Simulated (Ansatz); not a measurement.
H4Sn (SMILES [SnH4]) at its CCSD(T)/def2-TZVPP minimum, average atomic masses, point group Td.
(charge 0, multiplicity 1):
```xyz
5

Sn     0.000     0.000     0.000
H      1.309     0.704    -0.862
H      0.606    -0.864     1.356
H     -1.063     1.238     0.538
H     -0.852    -1.078    -1.032
```

Cores are frozen in the correlated methods. Filled d and f shells under p-block atoms count as core.

Run with Ansatz (Gaussian orbitals).  In def2 rows elements past Kr take small-core potentials, without spin–orbit coupling.

Harmonic frequencies (cm⁻¹): 695 695 695 752 752 1944 1944 1944 1952.

Task: Work out the rotational constants, the zero-point energy, and the ideal-gas entropy and heat capacity at 298.15 K and 1 bar (rigid rotor, harmonic oscillator).

Result: 
Principal moments 7.940, 7.940, 7.940 u Å² give 16.8576/I = 2.123, 2.123, 2.123 cm⁻¹. Zero point: Σω/2 = 5686 cm⁻¹ = 16.26 kcal/mol. Translation R(1.5 ln M + 2.5 ln T − 1.1517) with M = 122.742 u: 168.85 J/(mol K). Rotation with σ = 12: q = 142.4, S = R(ln q + 3/2) = 53.70. Vibration, summed over R(u/(eᵘ − 1) − ln(1 − e⁻ᵘ)) with u = 1.43878ω/T: 6.04, of which the lowest mode gives 1.31. S° = 228.6 J/(mol K); C_p = 4R + 16.91 = 50.17 J/(mol K).

Ansatz is a first-principles code.
